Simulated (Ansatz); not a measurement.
```xyz
10

C    -1.8168   -0.4099   -0.6345
Te    0.1074   -1.3216   -0.8670
B     1.1682    0.1524    0.3332
O     2.5113    0.0975    0.5630
O     0.4487    1.1685    0.8717
H    -2.5284   -1.0210   -1.1863
H    -1.7842    0.5966   -1.0422
H    -2.0738   -0.3872    0.4208
H     2.9648   -0.6429    0.1576
H     1.0028    1.7676    1.3839
```

Charge 0, multiplicity 1. Te: def2 effective core potential.

(1) List the PBE/def2-TZVPP orbital energies in eV (Ansatz). (An estimate is asked.)

## Answers

(1) Computed: Occupied: -510.89, -510.72, -269.29, -178.49, -163.83, -114.22, -114.10, -113.95, -40.30, -40.28, -40.13, -40.03, -40.02, -26.24, -25.40, -17.72, -14.93, -14.14, -13.45, -10.41, -10.11, -9.99, -9.61, -9.05, -7.86, -7.80, -6.82, -5.02. Lowest empty: -1.31, -0.22, -0.02, 0.78, 1.02, 1.44, 2.07, 2.39.
